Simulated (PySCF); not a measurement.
# Radial density of S³⁺ (sulfur, charge +3)

MN15, [Ne] 3s2 3p1, 2P determinant. Computed with PySCF 2.14 in x2c-TZVPall, with scalar relativity by spin-free X2C-1e.

| r (bohr) | 4πr²ρ (e/bohr) | 4πr²(ρα − ρβ) |
| --- | --- | --- |
| 0.00170 | 0.1072 | 0.0000 |
| 0.00286 | 0.2870 | 0.0000 |
| 0.00480 | 0.7341 | 0.0000 |
| 0.00808 | 1.820 | 0.0001 |
| 0.0136 | 4.218 | 0.0002 |
| 0.0229 | 8.725 | 0.0006 |
| 0.0385 | 14.82 | 0.0026 |
| 0.0647 | 18.36 | 0.0127 |
| 0.109 | 14.85 | 0.0521 |
| 0.183 | 12.28 | 0.1346 |
| 0.308 | 17.32 | 0.1526 |
| 0.518 | 12.13 | 0.0109 |
| 0.871 | 3.092 | 0.2770 |
| 1.47 | 2.354 | 0.7139 |
| 2.46 | 0.5290 | 0.2218 |
| 4.14 | 0.007850 | 0.0038 |

Densities and radii are taken from the X2C orbitals without a picture-change correction, which distorts them close to the nucleus.
